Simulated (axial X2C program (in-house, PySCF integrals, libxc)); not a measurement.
## Curves of PrO²⁺ from open-shell CI on f1 s0 d(πδ)0

Calculated with an in-house all-electron X2C program for linear molecules (integrals from PySCF): two-component X2C with atomic mean-field Coulomb and Gaunt terms, basis Pr dyall-v3z, O dyall-v3z (cores contracted in-house). Orbitals come from Hartree–Fock averaged over the configuration Pr f1 s0 d(πδ)0; CI then distributes these electrons over the f, s, d(πδ) shells of Pr.

Scan along the bond; masses Pr 140.908 u, O 15.995 u. Energies in cm⁻¹ from the lowest point; levels are followed by energy order within each Ω. Lowest level at 1.626 Å: 100% f1.

| R (Å) | (1)Ω=5/2 | (1)Ω=3/2 | (1)Ω=7/2 | (2)Ω=5/2 | (1)Ω=1/2 | (2)Ω=3/2 | (2)Ω=1/2 |
| --- | --- | --- | --- | --- | --- | --- | --- |
| 1.512 | 4320 | 4960 | 7041 | 7098 | 10945 | 12302 | 16259 |
| 1.569 | 906 | 1765 | 3604 | 3903 | 7164 | 8583 | 12072 |
| 1.626 | 0 | 1044 | 2684 | 3190 | 5939 | 7423 | 10487 |
| 1.691 | 1290 | 2507 | 3964 | 4669 | 6916 | 8475 | 11115 |
| 1.756 | 4439 | 5792 | 7108 | 7975 | 9797 | 11430 | 13713 |
| 1.829 | 9585 | 11054 | 12254 | 13266 | 14691 | 16401 | 18361 |
| 1.919 | 17525 | 19086 | 20201 | 21353 | 22396 | 24183 | 25847 |

Fit the curves (1)Ω=5/2, (1)Ω=3/2, (1)Ω=7/2, (2)Ω=5/2, (1)Ω=1/2, (2)Ω=3/2, (2)Ω=1/2 near their minima.

From the open-shell CI curves, Te from the lowest:

```json
{"level": "(1)Ω=5/2", "Te (cm⁻¹)": "0", "Re (Å)": "1.622", "ωe (cm⁻¹)": "1187.2"}
{"level": "(1)Ω=3/2", "Te (cm⁻¹)": "1024", "Re (Å)": "1.617", "ωe (cm⁻¹)": "1191.2"}
{"level": "(1)Ω=7/2", "Te (cm⁻¹)": "2684", "Re (Å)": "1.622", "ωe (cm⁻¹)": "1188.0"}
{"level": "(2)Ω=5/2", "Te (cm⁻¹)": "3168", "Re (Å)": "1.617", "ωe (cm⁻¹)": "1194.0"}
{"level": "(1)Ω=1/2", "Te (cm⁻¹)": "5938", "Re (Å)": "1.631", "ωe (cm⁻¹)": "1176.1"}
{"level": "(2)Ω=3/2", "Te (cm⁻¹)": "7427", "Re (Å)": "1.629", "ωe (cm⁻¹)": "1181.6"}
{"level": "(2)Ω=1/2", "Te (cm⁻¹)": "10431", "Re (Å)": "1.640", "ωe (cm⁻¹)": "1166.2"}
```

Without dynamic correlation distances can be off by several hundredths of an Å (long for ionic bonds, short for multiple bonds) and the wavenumbers are rough.

There is no dynamic correlation: spin–orbit spacings and, for f shells, spacings inside one term are the most reliable numbers, splittings between terms come out too wide, and energies between configurations are not reliable, so the lowest level need not be the ground state of the molecule. At most 6 roots were kept for each Ω > 0 (twice that for Ω = 0) within 2.2 eV of the lowest, so higher up levels can be missing between those listed; levels with Ω > 0 are doubly degenerate and listed once, Ω = 0 levels singly. Some active spinors are only partly of the character that their shell is named for, so the shell names and counts are nominal. States that fill the shells left empty in the average are placed too high.
